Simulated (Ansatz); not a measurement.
`[CH3][GeH]([CH3])[Cl]` + `CSC[SeH]` → `[CH3][GeH]([Cl])[SeH]` + `CCSC`  (formal exchange of groups at a Ge–C bond)

Program: Ansatz. Geometries: PBE0-D4/def2-TZVP. ΔE: electronic, gas phase. CBS: MP2 limit from def2 TZ/QZ plus the TZ coupled-cluster correction, frozen cores. DFT in def2-TZVPP. B3LYP here is the variant with VWN-RPA as its local correlation; programs differ in this. For Ge, Se outer-core shells are correlated without core-valence functions, which leaves a few kJ/mol of doubt a bond. Scalar relativity is left out up to krypton. Each species was taken in one conformer, which may not be the lowest.

| level | ΔE (kcal/mol) | difference from CCSD(T)/CBS |
| --- | --- | --- |
| PBE-D4 | -16.6 | -0.2 |
| r2SCAN-D4 | -17.1 | -0.7 |
| PBE0-D4 | -17.5 | -1.1 |
| B3LYP-D4 | -17.1 | -0.7 |
| ωB97X-V | -16.9 | -0.5 |
| ωB97M-V | -16.8 | -0.4 |
| B2PLYP | -16.8 | -0.4 |
| PBE | -16.7 | -0.3 |
| r2SCAN | -17.1 | -0.7 |
| PBE0 | -17.6 | -1.2 |
| B3LYP | -17.3 | -0.9 |
| HF/def2-TZVPP | -19.4 | -3.0 |
| MP2/def2-TZVPP | -15.7 | 0.7 |
| SCS-MP2/def2-TZVPP | -15.9 | 0.5 |
| CCSD/def2-TZVPP | -16.3 | 0.1 |
| CCSD(T)/def2-TZVPP | -15.9 | 0.5 |
| HF/def2-QZVPP | -19.5 | -3.1 |
| MP2/def2-QZVPP | -16.0 | 0.4 |
| SCS-MP2/def2-QZVPP | -16.2 | 0.2 |
| HF/CBS(def2) | -19.5 | -3.1 |
| MP2/CBS(def2) | -16.2 | 0.2 |
| CCSD/CBS(def2) | -16.8 | -0.4 |
| CCSD(T)/CBS | -16.4 | 0 |

Largest T1 diagnostic among the species: 0.010.

In def2-TZVPP, CCSD(T) changes the Hartree–Fock value by +3.5 kcal/mol (the triples alone add +0.4 kcal/mol) and MP2 by +3.7 kcal/mol. From PBE to PBE0 (25 % exact exchange), in def2-TZVPP and without D4, ΔE moves by −0.9 kcal/mol.
